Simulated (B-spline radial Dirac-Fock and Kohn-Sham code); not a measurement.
# Energy-loss ionisation edge M3 of In

System: neutral indium, [Kr] 4d10 5s2 5p1. Calculated with a radial finite-basis atomic code, using the first Born approximation with generalised oscillator strengths from a Dirac-Hartree-Slater potential (longitudinal and transverse terms; continuum final states only, so no white lines or fine structure). The edge is taken at 665.3 eV (tabulated value).

Partial cross sections σ(β, Δ) in barn, integrated over a window Δ above the edge and up to the collection semi-angle β, for parallel illumination:

```csv
E₀ (kV),β (mrad),Δ = 25 eV,Δ = 50 eV,Δ = 100 eV,Δ = 200 eV,Δ = 300 eV
60,10,168,350,671,1140,1450
60,20,309,663,1300,2270,2930
60,50,488,1130,2340,4190,5520
80,5,79.5,164,309,517,651
80,100,481,1170,2520,4670,6290
100,10,179,375,727,1250,1620
100,50,387,909,1910,3460,4580
120,5,?,?,?,?,?
120,10,179,377,733,1270,1650
120,20,267,584,1170,2060,2690
200,5,111,231,445,767,990
200,20,237,526,1060,1890,2490
300,10,174,374,740,1310,1720
300,20,219,494,1010,1820,2400
```

Question: Give the row for 120 kV and 5 mrad.

Answer: 95.5 b for 25 eV, 198 b for 50 eV, 376 b for 100 eV, 637 b for 200 eV, 811 b for 300 eV.
